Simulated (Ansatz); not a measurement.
A short molecular-dynamics run on SiH3(NHEt) (C2H9NSi).

```yaml
crystal:
  periodic: [false, false, false]
  atoms:
    - {symbol: Si, position_ang: [0.431562, 1.527357, 1.135700]}
    - {symbol: H, position_ang: [0.071010, 1.900512, 2.547727]}
    - {symbol: H, position_ang: [1.916601, 1.221327, 1.112553]}
    - {symbol: H, position_ang: [0.221676, 2.691655, 0.202771]}
    - {symbol: N, position_ang: [-0.647294, 0.240447, 0.661221]}
    - {symbol: C, position_ang: [-0.713760, -0.319505, -0.682725]}
    - {symbol: C, position_ang: [0.289200, -1.443376, -0.967444]}
    - {symbol: H, position_ang: [-0.917809, -0.423888, 1.391910]}
    - {symbol: H, position_ang: [-1.747036, -0.688182, -0.878715]}
    - {symbol: H, position_ang: [-0.555458, 0.510688, -1.406611]}
    - {symbol: H, position_ang: [1.333524, -1.091456, -0.838060]}
    - {symbol: H, position_ang: [0.182148, -1.827804, -2.003305]}
    - {symbol: H, position_ang: [0.135637, -2.297786, -0.275033]}
basis:
  gaussian: {orbitals: "6-31G*"}
hamiltonian: {xc: {name: PBE}}
md: {timestep: 0.5 fs, n_steps: 15, ensemble: nve, temperature: 700, initial_velocities: maxwell_boltzmann, seed: 822}
scf: {omitted_lower_state_checks: [starts]}
```

```sh
$ ansatz run in.yaml --threads 4 --pin off --events-out ev --progress --plain --max-ram 3916MiB
```

| step | time (fs) | potential energy (eV) | kinetic (eV) | T (K) | conserved (eV) |
| --- | --- | --- | --- | --- | --- |
| 0 | 0.0 | -11578.7342 | 0.9953 | 700 | -11577.7389 |
| 1 | 0.5 | -11578.7237 | 0.9849 | 693 | -11577.7387 |
| 2 | 1.0 | -11578.6905 | 0.9521 | 670 | -11577.7383 |
| 3 | 1.5 | -11578.6409 | 0.9030 | 635 | -11577.7378 |
| 4 | 2.0 | -11578.5826 | 0.8452 | 594 | -11577.7373 |
| 5 | 2.5 | -11578.5231 | 0.7862 | 553 | -11577.7370 |
| 6 | 3.0 | -11578.4683 | 0.7315 | 514 | -11577.7368 |
| 7 | 3.5 | -11578.4212 | 0.6844 | 481 | -11577.7368 |
| 8 | 4.0 | -11578.3820 | 0.6451 | 454 | -11577.7369 |
| 9 | 4.5 | -11578.3488 | 0.6117 | 430 | -11577.7371 |
| 10 | 5.0 | -11578.3185 | 0.5812 | 409 | -11577.7373 |
| 11 | 5.5 | -11578.2879 | 0.5505 | 387 | -11577.7374 |
| 12 | 6.0 | -11578.2554 | 0.5180 | 364 | -11577.7374 |
| 13 | 6.5 | -11578.2213 | 0.4841 | 340 | -11577.7373 |
| 14 | 7.0 | -11578.1885 | 0.4515 | 318 | -11577.7370 |
| 15 | 7.5 | -11578.1616 | 0.4250 | 299 | -11577.7366 |

Velocities are drawn at the set temperature; a run this short doesn't reach equilibrium.

The 6-31G sets use Cartesian d functions.

Frames (Å, forces in eV/Å):

```xyz
13
time=0.0 fs
Si    0.432    1.527    1.136    0.012   -0.060   -0.037
H     0.071    1.901    2.548    0.017   -0.016   -0.066
H     1.917    1.221    1.113   -0.054    0.051    0.019
H     0.222    2.692    0.203    0.013   -0.059    0.051
N    -0.647    0.240    0.661   -0.051    0.114    0.226
C    -0.714   -0.320   -0.683   -0.157    0.041   -0.322
C     0.289   -1.443   -0.967    0.186   -0.197   -0.026
H    -0.918   -0.424    1.392    0.041    0.042   -0.086
H    -1.747   -0.688   -0.879    0.158    0.055    0.069
H    -0.555    0.511   -1.407   -0.013   -0.122    0.148
H     1.334   -1.091   -0.838   -0.174   -0.046   -0.019
H     0.182   -1.828   -2.003    0.003    0.064    0.148
H     0.136   -2.298   -0.275    0.018    0.134   -0.105
13
time=0.5 fs
Si    0.429    1.527    1.137    0.075   -0.027    0.175
H     0.076    1.904    2.554   -0.012   -0.029   -0.134
H     1.907    1.226    1.129    0.081    0.017   -0.001
H     0.226    2.676    0.203   -0.018    0.118   -0.065
N    -0.641    0.244    0.660   -0.082    0.038    0.053
C    -0.711   -0.318   -0.684   -0.458   -0.115   -0.220
C     0.285   -1.448   -0.971    0.720    0.198    0.128
H    -0.902   -0.419    1.390   -0.030   -0.100    0.040
H    -1.752   -0.683   -0.873    0.276    0.038    0.109
H    -0.578    0.510   -1.402    0.124    0.041   -0.031
H     1.343   -1.090   -0.845   -0.558   -0.154   -0.068
H     0.192   -1.846   -2.000   -0.095    0.026    0.100
H     0.142   -2.276   -0.254   -0.024   -0.050   -0.085
13
time=1.0 fs
Si    0.427    1.526    1.138    0.142    0.008    0.385
H     0.081    1.907    2.560   -0.043   -0.040   -0.196
H     1.898    1.231    1.145    0.216   -0.017   -0.019
H     0.229    2.660    0.203   -0.048    0.296   -0.186
N    -0.635    0.247    0.659   -0.120   -0.047   -0.120
C    -0.709   -0.317   -0.686   -0.727   -0.261   -0.111
C     0.281   -1.453   -0.975    1.169    0.546    0.279
H    -0.887   -0.414    1.387   -0.097   -0.238    0.161
H    -1.757   -0.678   -0.867    0.373    0.012    0.143
H    -0.600    0.510   -1.398    0.251    0.204   -0.208
H     1.351   -1.088   -0.852   -0.869   -0.241   -0.107
H     0.201   -1.864   -1.996   -0.188   -0.013    0.054
H     0.148   -2.255   -0.233   -0.058   -0.209   -0.077
13
time=1.5 fs
Si    0.424    1.526    1.139    0.217    0.050    0.587
H     0.086    1.910    2.566   -0.077   -0.049   -0.250
H     1.889    1.235    1.161    0.344   -0.049   -0.035
H     0.233    2.645    0.202   -0.076    0.468   -0.304
N    -0.629    0.251    0.658   -0.171   -0.154   -0.276
C    -0.707   -0.316   -0.688   -0.958   -0.383   -0.011
C     0.277   -1.457   -0.979    1.525    0.834    0.433
H    -0.872   -0.410    1.385   -0.154   -0.357    0.263
H    -1.761   -0.673   -0.861    0.444   -0.023    0.170
H    -0.621    0.510   -1.394    0.364    0.348   -0.367
H     1.357   -1.088   -0.859   -1.100   -0.302   -0.136
H     0.209   -1.882   -1.993   -0.276   -0.049    0.017
H     0.153   -2.234   -0.212   -0.083   -0.335   -0.090
13
time=2.0 fs
Si    0.421    1.525    1.140    0.303    0.107    0.771
H     0.090    1.912    2.571   -0.113   -0.055   -0.295
H     1.881    1.240    1.177    0.459   -0.078   -0.049
H     0.237    2.630    0.201   -0.098    0.624   -0.412
N    -0.623    0.254    0.657   -0.237   -0.294   -0.401
C    -0.705   -0.315   -0.689   -1.144   -0.462    0.064
C     0.273   -1.461   -0.983    1.788    1.052    0.590
H    -0.857   -0.406    1.384   -0.196   -0.445    0.330
H    -1.763   -0.668   -0.854    0.486   -0.065    0.190
H    -0.641    0.511   -1.391    0.461    0.457   -0.492
H     1.361   -1.088   -0.867   -1.250   -0.337   -0.156
H     0.217   -1.901   -1.989   -0.358   -0.081   -0.008
H     0.159   -2.214   -0.192   -0.101   -0.424   -0.132
13
time=2.5 fs
Si    0.419    1.525    1.142    0.404    0.185    0.928
H     0.095    1.915    2.575   -0.151   -0.059   -0.329
H     1.874    1.244    1.193    0.555   -0.103   -0.063
H     0.240    2.618    0.199   -0.115    0.754   -0.502
N    -0.618    0.258    0.656   -0.321   -0.473   -0.483
C    -0.704   -0.314   -0.691   -1.286   -0.488    0.104
C     0.270   -1.465   -0.986    1.959    1.200    0.752
H    -0.843   -0.404    1.384   -0.222   -0.490    0.351
H    -1.765   -0.663   -0.847    0.497   -0.114    0.202
H    -0.661    0.513   -1.389    0.544    0.515   -0.571
H     1.362   -1.089   -0.875   -1.319   -0.347   -0.168
H     0.225   -1.919   -1.985   -0.433   -0.103   -0.016
H     0.164   -2.195   -0.172   -0.112   -0.477   -0.204
13
time=3.0 fs
Si    0.417    1.524    1.143    0.521    0.289    1.049
H     0.099    1.918    2.578   -0.190   -0.060   -0.352
H     1.869    1.248    1.209    0.627   -0.122   -0.076
H     0.243    2.607    0.195   -0.125    0.849   -0.565
N    -0.612    0.261    0.655   -0.422   -0.694   -0.517
C    -0.702   -0.313   -0.693   -1.385   -0.454    0.102
C     0.267   -1.469   -0.990    2.043    1.280    0.912
H    -0.830   -0.403    1.384   -0.231   -0.488    0.323
H    -1.765   -0.659   -0.840    0.479   -0.167    0.205
H    -0.679    0.516   -1.389    0.614    0.513   -0.598
H     1.359   -1.090   -0.883   -1.312   -0.333   -0.172
H     0.231   -1.938   -1.982   -0.503   -0.114   -0.005
H     0.169   -2.177   -0.152   -0.118   -0.499   -0.305
13
time=3.5 fs
Si    0.414    1.524    1.144    0.658    0.422    1.129
H     0.102    1.920    2.581   -0.230   -0.057   -0.364
H     1.864    1.252    1.224    0.669   -0.135   -0.090
H     0.246    2.599    0.190   -0.127    0.903   -0.595
N    -0.606    0.264    0.654   -0.534   -0.951   -0.506
C    -0.701   -0.312   -0.694   -1.444   -0.362    0.058
C     0.264   -1.473   -0.993    2.044    1.299    1.065
H    -0.817   -0.402    1.385   -0.225   -0.442    0.248
H    -1.764   -0.654   -0.831    0.431   -0.223    0.200
H    -0.695    0.520   -1.390    0.673    0.453   -0.571
H     1.353   -1.093   -0.892   -1.229   -0.296   -0.171
H     0.236   -1.957   -1.978   -0.566   -0.112    0.024
H     0.174   -2.161   -0.133   -0.120   -0.499   -0.427
13
time=4.0 fs
Si    0.412    1.524    1.146    0.813    0.585    1.164
H     0.105    1.922    2.583   -0.271   -0.052   -0.363
H     1.862    1.256    1.240    0.681   -0.142   -0.106
H     0.248    2.592    0.184   -0.121    0.912   -0.588
N    -0.600    0.267    0.652   -0.653   -1.233   -0.459
C    -0.700   -0.312   -0.696   -1.467   -0.223   -0.020
C     0.262   -1.476   -0.996    1.963    1.266    1.202
H    -0.804   -0.403    1.387   -0.209   -0.360    0.136
H    -1.763   -0.651   -0.823    0.357   -0.279    0.187
H    -0.710    0.526   -1.392    0.722    0.341   -0.499
H     1.344   -1.096   -0.901   -1.071   -0.234   -0.163
H     0.239   -1.977   -1.974   -0.623   -0.096    0.069
H     0.179   -2.145   -0.115   -0.121   -0.485   -0.559
13
time=4.5 fs
Si    0.410    1.523    1.148    0.986    0.775    1.153
H     0.108    1.924    2.583   -0.311   -0.044   -0.351
H     1.861    1.259    1.255    0.660   -0.142   -0.123
H     0.251    2.588    0.176   -0.108    0.878   -0.542
N    -0.595    0.270    0.651   -0.772   -1.524   -0.388
C    -0.700   -0.311   -0.697   -1.459   -0.053   -0.122
C     0.260   -1.479   -0.999    1.800    1.188    1.315
H    -0.792   -0.405    1.389   -0.186   -0.255    0.002
H    -1.760   -0.648   -0.814    0.260   -0.333    0.167
H    -0.723    0.532   -1.396    0.763    0.191   -0.394
H     1.333   -1.099   -0.911   -0.838   -0.149   -0.152
H     0.241   -1.996   -1.971   -0.673   -0.067    0.127
H     0.183   -2.131   -0.099   -0.121   -0.466   -0.691
13
time=5.0 fs
Si    0.407    1.523    1.149    1.173    0.987    1.098
H     0.109    1.927    2.583   -0.351   -0.033   -0.328
H     1.862    1.262    1.269    0.610   -0.135   -0.142
H     0.252    2.585    0.167   -0.090    0.804   -0.462
N    -0.589    0.272    0.649   -0.885   -1.809   -0.309
C    -0.700   -0.310   -0.699   -1.422    0.128   -0.233
C     0.259   -1.482   -1.002    1.556    1.074    1.399
H    -0.780   -0.408    1.391   -0.163   -0.140   -0.139
H    -1.757   -0.646   -0.804    0.147   -0.383    0.139
H    -0.735    0.539   -1.400    0.795    0.019   -0.268
H     1.320   -1.103   -0.921   -0.534   -0.042   -0.138
H     0.242   -2.016   -1.966   -0.715   -0.024    0.193
H     0.187   -2.118   -0.084   -0.120   -0.447   -0.810
13
time=5.5 fs
Si    0.405    1.523    1.151    1.370    1.210    1.007
H     0.110    1.928    2.583   -0.389   -0.019   -0.296
H     1.864    1.264    1.284    0.535   -0.124   -0.164
H     0.254    2.585    0.157   -0.068    0.698   -0.352
N    -0.584    0.275    0.648   -0.986   -2.070   -0.235
C    -0.700   -0.310   -0.701   -1.363    0.303   -0.341
C     0.258   -1.485   -1.004    1.238    0.934    1.452
H    -0.769   -0.411    1.392   -0.143   -0.029   -0.272
H    -1.753   -0.644   -0.795    0.023   -0.426    0.106
H    -0.744    0.546   -1.406    0.818   -0.157   -0.136
H     1.305   -1.108   -0.931   -0.166    0.086   -0.123
H     0.241   -2.036   -1.962   -0.749    0.028    0.261
H     0.191   -2.105   -0.071   -0.118   -0.434   -0.908
13
time=6.0 fs
Si    0.403    1.523    1.153    1.570    1.435    0.885
H     0.110    1.930    2.581   -0.425   -0.004   -0.254
H     1.868    1.266    1.298    0.438   -0.108   -0.187
H     0.256    2.586    0.146   -0.044    0.569   -0.221
N    -0.579    0.277    0.646   -1.071   -2.295   -0.176
C    -0.700   -0.309   -0.703   -1.287    0.455   -0.435
C     0.257   -1.487   -1.006    0.861    0.779    1.473
H    -0.758   -0.414    1.394   -0.129    0.065   -0.385
H    -1.749   -0.644   -0.785   -0.101   -0.460    0.068
H    -0.752    0.552   -1.411    0.829   -0.324   -0.009
H     1.290   -1.112   -0.942    0.247    0.227   -0.110
H     0.238   -2.055   -1.957   -0.773    0.089    0.327
H     0.194   -2.094   -0.060   -0.115   -0.428   -0.977
13
time=6.5 fs
Si    0.402    1.523    1.155    1.767    1.652    0.742
H     0.109    1.932    2.579   -0.459    0.013   -0.206
H     1.872    1.268    1.312    0.327   -0.089   -0.211
H     0.257    2.589    0.135   -0.019    0.427   -0.077
N    -0.574    0.278    0.645   -1.137   -2.472   -0.140
C    -0.701   -0.308   -0.704   -1.203    0.570   -0.507
C     0.257   -1.489   -1.007    0.452    0.622    1.467
H    -0.747   -0.416    1.394   -0.122    0.135   -0.469
H    -1.746   -0.645   -0.774   -0.217   -0.482    0.026
H    -0.757    0.558   -1.417    0.829   -0.471    0.103
H     1.276   -1.115   -0.953    0.677    0.371   -0.102
H     0.233   -2.075   -1.951   -0.786    0.154    0.384
H     0.197   -2.084   -0.052   -0.109   -0.431   -1.011
13
time=7.0 fs
Si    0.400    1.523    1.157    1.955    1.852    0.585
H     0.107    1.934    2.577   -0.490    0.032   -0.152
H     1.877    1.270    1.325    0.208   -0.069   -0.235
H     0.258    2.593    0.123    0.005    0.280    0.072
N    -0.569    0.279    0.643   -1.182   -2.595   -0.131
C    -0.702   -0.307   -0.706   -1.117    0.639   -0.552
C     0.256   -1.491   -1.009    0.053    0.483    1.435
H    -0.737   -0.419    1.393   -0.124    0.174   -0.517
H    -1.743   -0.647   -0.764   -0.314   -0.490   -0.018
H    -0.761    0.562   -1.422    0.816   -0.589    0.194
H     1.263   -1.117   -0.964    1.080    0.503   -0.101
H     0.226   -2.094   -1.944   -0.789    0.221    0.428
H     0.200   -2.075   -0.046   -0.101   -0.443   -1.007
13
time=7.5 fs
Si    0.398    1.523    1.159    2.127    2.027    0.422
H     0.103    1.936    2.574   -0.516    0.050   -0.095
H     1.883    1.272    1.337    0.086   -0.047   -0.258
H     0.260    2.597    0.112    0.027    0.138    0.218
N    -0.565    0.280    0.641   -1.205   -2.660   -0.152
C    -0.703   -0.306   -0.708   -1.040    0.655   -0.566
C     0.256   -1.493   -1.010   -0.286    0.382    1.384
H    -0.727   -0.421    1.390   -0.134    0.180   -0.528
H    -1.741   -0.650   -0.754   -0.383   -0.480   -0.064
H    -0.762    0.566   -1.427    0.789   -0.673    0.259
H     1.253   -1.119   -0.975    1.405    0.604   -0.110
H     0.218   -2.113   -1.936   -0.781    0.286    0.455
H     0.203   -2.067   -0.042   -0.090   -0.463   -0.964
```

It took 12 s on 4 threads of Arm Neoverse V2 on a shared host.
